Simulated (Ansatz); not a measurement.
Cost and result for the atomization energy of CH7ClGeO2Si (`C[O][GeH]([Cl])[O][SiH3]`) (13 atoms, 12 bonds).

```xyz
13

C     1.997    0.353    0.109
O     1.194    0.989    1.084
Ge   -0.521    1.217    0.814
Cl   -0.792    2.318   -1.009
O    -1.318   -0.328    0.602
Si   -1.492   -1.491   -0.542
H     1.941    0.862   -0.859
H     3.029    0.389    0.460
H     1.714   -0.698   -0.025
H    -1.110    1.946    2.010
H    -1.396   -0.914   -1.908
H    -0.427   -2.517   -0.379
H    -2.819   -2.126   -0.356
```

The species carries charge 0 and has multiplicity 1. Correlated methods include outer-core shells of Ge, which these sets cover unevenly. Scalar relativity is left out up to krypton. All single points use the PBE0-D4/def2-TZVP geometry. It is one conformer, not always the lowest. Program: Ansatz. All runs use 2 threads of an AMD EPYC 7R13 on a shared host and a share of an NVIDIA H100 80 GB. Times are those of one run each, without the atoms' runs, and a repeat can differ threefold. Electronic energies, without spin–orbit coupling; frozen cores. CCSD(T)/CBS adds CCSD(T) − MP2 in def2-TZVPP to the MP2 limit, and its time is that of the two runs behind it. T1 = 0.012. With those shells the extrapolation isn't a true limit. B3LYP takes the VWN-RPA correlation (the form of Gaussian; ORCA's B3LYP/G).

CCSD(T)/CBS is a level of theory with its own doubt, some kJ/mol a heavy atom from the limit and from the frozen cores, so smaller differences don't rank the functionals.

```tsv
level	functions	wall time
PBE-D4/def2-TZVPP (with forces)	323	5 s
PBE0-D4/def2-TZVPP	323	6 s
r2SCAN-D4/def2-TZVPP (with forces)	323	6 s
B3LYP-D4/def2-TZVPP (with forces)	323	7.5 s
ωB97X-V/def2-TZVPP	323	8.5 s
MP2/def2-QZVPP	610	8.5 s
B2PLYP/def2-TZVPP	323	9.5 s
ωB97M-V/def2-TZVPP (with forces)	323	15 s
CCSD(T)/def2-TZVPP	323	19 s
CCSD(T)/CBS(def2)	–	28 s
```

Task: What atomization energy does each give, and how far from CCSD(T)/CBS? (Estimate.)

Result: Computed: 
```tsv
level	atomization (kJ/mol)	difference from CCSD(T)/CBS	per bond
PBE-D4/def2-TZVPP (with forces)	4526.6	1.9	0.2
PBE0-D4/def2-TZVPP	4457.1	-67.6	-5.6
r2SCAN-D4/def2-TZVPP (with forces)	4511.3	-13.4	-1.1
B3LYP-D4/def2-TZVPP (with forces)	4475.7	-49.0	-4.1
ωB97X-V/def2-TZVPP	4530.5	5.8	0.5
MP2/def2-QZVPP	4553.3	28.6	2.4
B2PLYP/def2-TZVPP	4442.3	-82.4	-6.9
ωB97M-V/def2-TZVPP (with forces)	4504.4	-20.3	-1.7
CCSD(T)/def2-TZVPP	4410.1	-114.6	-9.5
CCSD(T)/CBS(def2)	4524.7	0.0	0.0
```

In def2-TZVPP, CCSD(T) changes the Hartree–Fock value by +1143.5 kJ/mol (the triples alone add +66.7 kJ/mol) and MP2 by +1218.1 kJ/mol; breaking electron pairs costs correlation energy, which Hartree–Fock lacks. From PBE to PBE0 (25 % exact exchange), in def2-TZVPP and without D4, the atomization energy moves by −64.9 kJ/mol: exact exchange takes away binding that semilocal exchange gives to molecules. The D4 term adds +55.4 kJ/mol with B3LYP and +29.8 kJ/mol with PBE0; it sums over pairs of atoms, weighted by their polarisabilities, and B3LYP, whose exchange is more repulsive, gets the larger term.
